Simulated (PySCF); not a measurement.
3-chloroanisole, C₇H₇ClO.
Structure used (PBE0-D3(BJ)/def2-SVP), in Å, numbered top down from 1:
```xyz
16
C7H7ClO angstrom
C      2.5200    0.7163    0.6103
O      1.6824   -0.3639    0.3060
C      0.3517   -0.2141    0.4431
C     -0.4364   -1.3296    0.1238
C     -1.8166   -1.2562    0.2387
C     -2.4445   -0.0851    0.6693
C     -1.6492    1.0109    0.9819
Cl    -2.3925    2.4831    1.5205
C     -0.2578    0.9679    0.8764
H      3.5479    0.3777    0.4298
H      2.4262    1.0237    1.6669
H      2.3139    1.5897   -0.0333
H      0.0647   -2.2389   -0.2113
H     -2.4242   -2.1290   -0.0117
H     -3.5287   -0.0194    0.7622
H      0.3190    1.8548    1.1337
```

Level of theory: PySCF 2.14.0, PBE0-D3(BJ)/def2-SVP geometry optimisation, gas phase.

Take the most abundant isotopes and a rigid rotor. The values belong to one conformer with, in the numbering `[CH3:1][O:2][c:3]1[cH:4][cH:5][cH:6][c:7]([Cl:8])[cH:9]1`, C1–O2–C3–C4 180°.

(1) Give the principal moments of inertia and the rotational constants in MHz.

(2) What kind of rotor is it?

(3) Is it planar, by Δ = Ic − Ia − Ib?

(4) Where do the levels up to J = 3 lie, in K?

(5) Which types of transition are allowed, and where do some lines up to J = 3 fall?

(6) Estimate the classical rotational partition function at 100 K, 298.15 K and 500 K.

Answers

(1) Ia = 221.40, Ib = 522.30, Ic = 740.46 u·Å²; 505379 MHz·u·Å²/I gives A = 2283, B = 967.6, C = 682.5 MHz.

(2) An asymmetric top: κ = (2 × 967.6 − 2283 − 682.5)/(2283 − 682.5) = -0.64.

(3) Not planar: Δ = Ic − Ia − Ib = -3.25 u·Å². For a rigid frame Δ = −2 Σ m c², so Σ m c² = 1.62 u·Å² lies off the ab plane, practically all of it from hydrogen. The atom farthest from that plane is 0.90 Å away.

(4) Above 0(0,0), as E/k:
J = 1: 1(0,1) 0.079, 1(1,1) 0.142, 1(1,0) 0.156
J = 2: 2(0,2) 0.236, 2(1,2) 0.287, 2(1,1) 0.328, 2(2,1) 0.517, 2(2,0) 0.519
J = 3: 3(0,3) 0.465, 3(1,3) 0.503, 3(1,2) 0.585, 3(2,2) 0.755, 3(2,1) 0.765, 3(3,1) 1.106, 3(3,0) 1.106
The levels of one J sum to (2J + 1)J(J + 1)(A + B + C)/3.

(5) The dipole components are |μa| = 1.43 D, |μb| = 0.55 D, |μc| = 0.00 D; the mirror of this Cs structure is the ab plane, so μc vanishes by symmetry and there are no c-type lines. The squared components, which scale the intensities, stand as 1.00 : 0.15 (a : b). Some lines, for components of 0.1 D or more:

```json
{"type": "a", "branch": "R", "J(Ka,Kc)": "1(0,1) ← 0(0,0)", "MHz": "1650", "lower level (cm⁻¹)": "0.000"}
{"type": "b", "branch": "R", "J(Ka,Kc)": "2(0,2) ← 1(1,1)", "MHz": "1944", "lower level (cm⁻¹)": "0.099"}
{"type": "b", "branch": "Q", "J(Ka,Kc)": "3(1,2) ← 3(0,3)", "MHz": "2487", "lower level (cm⁻¹)": "0.324"}
{"type": "b", "branch": "R", "J(Ka,Kc)": "1(1,1) ← 0(0,0)", "MHz": "2965", "lower level (cm⁻¹)": "0.000"}
{"type": "a", "branch": "R", "J(Ka,Kc)": "2(1,2) ← 1(1,1)", "MHz": "3015", "lower level (cm⁻¹)": "0.099"}
{"type": "b", "branch": "Q", "J(Ka,Kc)": "3(2,1) ← 3(1,2)", "MHz": "3748", "lower level (cm⁻¹)": "0.406"}
{"type": "a", "branch": "R", "J(Ka,Kc)": "3(0,3) ← 2(0,2)", "MHz": "4790", "lower level (cm⁻¹)": "0.164"}
{"type": "a", "branch": "R", "J(Ka,Kc)": "3(2,2) ← 2(2,1)", "MHz": "4950", "lower level (cm⁻¹)": "0.360"}
{"type": "b", "branch": "R", "J(Ka,Kc)": "3(1,3) ← 2(0,2)", "MHz": "5570", "lower level (cm⁻¹)": "0.164"}
{"type": "b", "branch": "Q", "J(Ka,Kc)": "3(3,0) ← 3(2,1)", "MHz": "7114", "lower level (cm⁻¹)": "0.531"}
{"type": "b", "branch": "Q", "J(Ka,Kc)": "3(3,1) ← 3(2,2)", "MHz": "7312", "lower level (cm⁻¹)": "0.525"}
```

(6) Point group Cs, symmetry number σ = 1; q = (√π/σ)·√((kT/h)³/(ABC)), k/h = 20836.6 MHz/K: 137000 at 100 K, 707000 at 298.15 K, 1540000 at 500 K.

Stationary, but not proved a minimum. No vibrational averaging or centrifugal distortion is included, and the geometry carries the error of its method. A rigid rotor knows nothing of internal rotation, which can split or shift real lines. Quadrupole hyperfine structure (35Cl) is left out.
